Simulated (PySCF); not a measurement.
## Electron correlation in Pm (promethium, neutral)

[Xe] 4f4 5d1 6s2, one real determinant (an excited configuration). Computed with PySCF 2.14 in cc-pVDZ-X2C (8s7p5d3f1g, 84 functions), with the spin-free X2C one-electron Hamiltonian (Gaussian nucleus). Frozen: [Kr] 4d10; 15 electrons correlated.

```
  level  correlation energy (mhartree)
   CCSD                        -367.85
    (T)                         -17.50
CCSD(T)                        -385.35
```

Diagnostics: T1 = 0.046, D1 = 0.1956, largest double amplitude 0.135.

The real determinant used has ⟨L²⟩ near 40 against 72 for a pure L term, so it mixes terms. Spin-orbit coupling, absent here, splits the open shell strongly. T1 exceeds 0.03, a sign that the reference determinant is poor.

Cost of the coupled-cluster step: about 30 core-seconds, for 15 correlated electrons.

The reference is one real determinant that mixes LS terms of this configuration.
